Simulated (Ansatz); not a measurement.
Molecule: N-[chloro(dimethylamino)boranyl]-N-methylmethanamine, C₄H₁₂BClN₂, net charge 0, singlet state. 
Structure (B3LYP-D3(BJ)/def2-TZVP (Ansatz, a first-principles code) minimum search):
SMILES: CN(C)B(Cl)N(C)C
```xyz
20

C      1.5048    -1.3543    -1.1900
N      1.2736    -0.2504    -0.2754
C      2.5059     0.3978     0.1351
B     -0.0212     0.2120     0.0594
Cl    -0.1950     1.9546     0.5481
N     -1.1903    -0.5850     0.0411
C     -2.5399    -0.0567    -0.0395
C     -1.1678    -2.0228     0.2430
H      1.9668    -2.2164    -0.6936
H      2.1824    -1.0349    -1.9894
H      0.5752    -1.6756    -1.6512
H      2.3026     1.1916     0.8469
H      3.1787    -0.3276     0.6060
H      3.0312     0.8299    -0.7247
H     -3.0906    -0.2342     0.8917
H     -3.0917    -0.5448    -0.8506
H     -2.5224     1.0118    -0.2291
H     -0.1726    -2.3590     0.5199
H     -1.4888    -2.5736    -0.6494
H     -1.8505    -2.2914     1.0567
```
Charge 0, spin multiplicity 1.

Total electronic energies in hartree. Cores are frozen in the correlated levels unless marked. Spin-orbit coupling is left out. Non-relativistic unless marked X2C. Basis-set limits of correlation are two-point, X^-3; Hartree-Fock from the larger set. The bracket is a focal-point correction in the basis named.

```json
[
 {"level": "RI-HF/cc-pV(T+d)Z", "program": "Ansatz", "energy (Eh)": "-751.76219"},
 {"level": "BLYP/def2-TZVPD", "program": "Ansatz", "energy (Eh)": "…"},
 {"level": "BHLYP/def2-TZVPD", "program": "Ansatz", "energy (Eh)": "…"},
 {"level": "r2SCANh-D4/def2-TZVPD", "program": "Ansatz + dftd4", "energy (Eh)": "…"},
 {"level": "MP2/6-31G*", "program": "Ansatz", "energy (Eh)": "-752.68137"},
 {"level": "SCS-MP2/cc-pVTZ", "program": "Ansatz", "energy (Eh)": "-753.17408"},
 {"level": "X2C-CCSD(T)/cc-pVTZ-DK", "program": "Ansatz", "energy (Eh)": "-754.84558"},
 {"level": "CCSD(T) with core electrons (1s frozen past Ne)/cc-pwCVTZ", "program": "Ansatz", "energy (Eh)": "-753.95148"},
 {"level": "RI-MP2/CBS(cc-pV(T+d)Z,cc-pV(Q+d)Z)+[CCSD(T)-MP2]/cc-pV(T+d)Z", "program": "Ansatz", "energy (Eh)": "-753.5073"}
]
```

Question: Complete the blanks.

Answer: 
- BLYP/def2-TZVPD, energy (Eh): -754.27113
- BHLYP/def2-TZVPD, energy (Eh): -754.24712
- r2SCANh-D4/def2-TZVPD, energy (Eh): -754.21072
